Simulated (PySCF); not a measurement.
Below is a simulated gas-phase C 1s photoelectron spectrum of `CN[C@@H]1CCN[SiH2]1`.

Every computed line was given a Gaussian of 0.7 eV full width at half maximum and an area set by the number of equivalent atoms; the highest printed point is 100. Theory: PySCF 2.14.0, delta-SCF UKS SCAN, pcX-2 on the ionised atom, pcseg-1 elsewhere, spin-free X2C.

(binding energy (eV), intensity): (289.4, 0), (289.5, 0), (289.6, 1), (289.7, 3), (289.8, 7), (289.9, 13), (290.0, 24), (290.1, 40), (290.2, 58), (290.3, 77), (290.4, 91), (290.5, 98), (290.6, 96), (290.7, 89), (290.8, 80), (290.9, 76), (291.0, 79), (291.1, 87), (291.2, 96), (291.3, 100), (291.4, 96), (291.5, 84), (291.6, 66), (291.7, 46), (291.8, 29), (291.9, 16), (292.0, 8), (292.1, 4), (292.2, 1), (292.3, 1), (292.4, 0)

Problem. How many maxima does the curve show, and how many computed lines lie under it?

Solution. The curve has 2 maxima (at 290.5 and 291.3 eV). Under it lie 4 lines from 4 inequivalent carbon sites. At this width some lines have no maximum of their own.

Problem. Decompose the envelope and assign each component. Numbering: `[CH3:1][NH:2][C@@H:3]1[CH2:4][CH2:5][NH:6][SiH2:7]1`.

Solution. 
```json
{"position (eV)": "290.44", "relative area": "1", "line": "C 1s", "atoms": "C4", "environment": "ring CH2 carbon"}
{"position (eV)": "290.57", "relative area": "1", "line": "C 1s", "atoms": "C3", "environment": "sp3 carbon bound to nitrogen"}
{"position (eV)": "291.29", "relative area": "1", "line": "C 1s", "atoms": "C1", "environment": "N-methyl carbon"}
{"position (eV)": "291.38", "relative area": "1", "line": "C 1s", "atoms": "C5", "environment": "sp3 carbon bound to nitrogen"}
```

Lowest listed C 1s: C4, bonded to 2 C and 2 H. Highest, 0.94 eV above it: C5, bonded to N, C and 2 H. The widest gap between neighbouring values is 0.72 eV, between 290.57 and 291.29 eV. Summing the Pauling electronegativity differences to the bonded atoms, each weighted by its formal bond order, gives -0.70 for the lowest site and -0.21 for the highest; no listed site has a larger sum than the highest.

Shake-up satellites, vibrational structure and lifetime widths aren't simulated. One conformer (not necessarily the lowest) at the PBE0-D3(BJ)/def2-SVP geometry, without solvent, vibrations or thermal averaging.

The run took 3.1 min on one thread, Arm Neoverse N1 (aarch64), no GPU, on a shared host, and the process peaked at 0.83 GiB of memory.
